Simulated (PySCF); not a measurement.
Species: isocyanopentafluorobenzene, C7F5N.
Structure used (PBE0-D3(BJ)/def2-SVP), in Å, numbered top down from 1:
```
atom  x, y, z in Å
C1     3.4522   -0.1760   -1.1341
N2     2.3337   -0.1263   -0.7674
C3     1.0402   -0.0580   -0.3426
C4     0.2886    1.1063   -0.5494
F5     0.8328    2.1373   -1.1560
C6    -1.0320    1.1771   -0.1169
F7    -1.7358    2.2732   -0.3136
C8    -1.6102    0.0848    0.5287
F9    -2.8572    0.1494    0.9415
C10   -0.8721   -1.0799    0.7385
F11   -1.4281   -2.1075    1.3468
C12    0.4480   -1.1502    0.3065
F13    1.1426   -2.2475    0.5071
```

Probes without a nucleus sit at each ring's centroid and 1 Å off its mean plane on both sides; NICS is minus the shielding there, NICSzz its component along the normal. Level: GIAO PBE/pcSseg-2 (PySCF, non-relativistic, gas phase) on the PBE0-D3(BJ)/def2-SVP geometry, one conformer.

Ring bond lengths (Å): C3–C4 1.401, C4–C6 1.391, C6–C8 1.394, C8–C10 1.395, C10–C12 1.391, C12–C3 1.402.

**Question.** What do the NICS probes read (ppm)?

**Answer.** 
```json
{"ring": "C3–C4–C6–C8–C10–C12", "type": "6-membered carbocycle; formal bonds all aromatic", "NICS(0)": "-15.8", "NICS(1), two faces": "-10.1 / -10.1", "NICS(1)zz, two faces": "-20.5 / -20.5", "rms pucker (Å)": "0.00", "centre to ring atoms, mean (Å)": "1.40"}
```

**Question.** What do they say, and how far can they be read as aromaticity?

**Answer.** 
- C3–C4–C6–C8–C10–C12: mean NICS(1)zz -20.5 ppm, shielded. The ring is flat and has no four-coordinate atom; by the NICS criterion it is aromatic. NICS(0) lies 6 ppm below the mean NICS(1).

**Question.** And the bond-length index? HOMA = 1 − mean of α(R − Ropt)² over the ring bonds, with Krygowski's 1993 parameters (CC: Ropt 1.388 Å, α 257.7 Å⁻²).

**Answer.** 
- C3–C4–C6–C8–C10–C12: HOMA 0.98 = 1 − EN − GEO, with mean bond length 1.396 Å, EN = α(Ropt − mean)² = 0.015 and GEO = α × variance = 0.005. The geometric and the magnetic index point the same way.

**Question.** How do the values depend on the level or the medium?

**Answer.** 
| level | NICS(0), C3–C4–C6–C8–C10–C12 | mean NICS(1)zz, C3–C4–C6–C8–C10–C12 |
| --- | --- | --- |
| PBE/pcSseg-2, gas | -15.8 | -20.5 |
| PBE0/pcSseg-1, gas | -16.4 | -22.9 |

The geometry is the same throughout.
